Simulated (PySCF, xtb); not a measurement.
ClCuH2O, SMILES [Cl][Cu]<-[OH2], multiplicity 1.

GFN2-xTB run with xtb at its own geometry gives an orbital gap of 7.56 eV and a dipole moment of 9.60 D.

The structure is a stationary point at B3LYP-D3(BJ)/def2-TZVP. The spin state was assumed, not searched.

Question: What does PBE/def2-TZVPD (PySCF) give? (An estimate is asked for; the answer gives what the named calculation found.)

Answer: gap 2.79 eV (levels -5.30 and -2.50 eV), dipole 8.02 D.
